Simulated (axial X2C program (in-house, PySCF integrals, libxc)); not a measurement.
The numbers below are computed, except where a source is named.
## IF⁺: input and output

Program: an in-house all-electron X2C program for linear molecules (integrals from PySCF).

The run was started with this input:
```json
{"zs": [53, 9], "q": 1, "bas": ["dyall-cv3z", "dyall-av3z"], "levels": ["PBE0", "HF", "B97-3"], "cc": true, "r0": 1.97, "thr": -2.0, "nmax": 90, "npts": 10, "nst": 2, "ntry": 6}
```
```bash
python so2c.py task.json out
```

Keys: zs atomic numbers; q charge; bas basis sets; levels methods; cc coupled cluster on or off; r0 starting distance in Å; thr threshold in hartree for freezing inner shells (an s shell follows its p shell); nmax most natural virtual spinors; npts points on the curve; nst determinants followed; ntry starts of the search. HF also brings MP2.

Output of the B97-3 step, two-component, at R = 1.846 Å for the state Ω = 3/2. It starts from PBE0 orbitals of this distance.

```
two-component X2C + atomic mean field  B97-3
basis functions 178  fitting functions 903  grid points 5079
iter        total energy     max residual
   1      -7211.858873619     5.28e-02
   2      -7211.859119469     4.43e-03
   3      -7211.858582675     9.55e-03
   4      -7211.859299812     4.60e-04
   5      -7211.859303304     1.16e-04
   6      -7211.859303412     4.62e-05
   7      -7211.859303434     9.54e-06
   8      -7211.859303440     5.37e-06
   9      -7211.859303441     1.07e-06
converged
one-electron -10136.00040952  Coulomb 2984.65293947  exact exchange -51.15935344  xc functional -141.75559250  nuclear repulsion 136.73755667  atomic mean-field constant -4.33444412
```
Energies are in hartree; totals compare only within one Hamiltonian and basis.
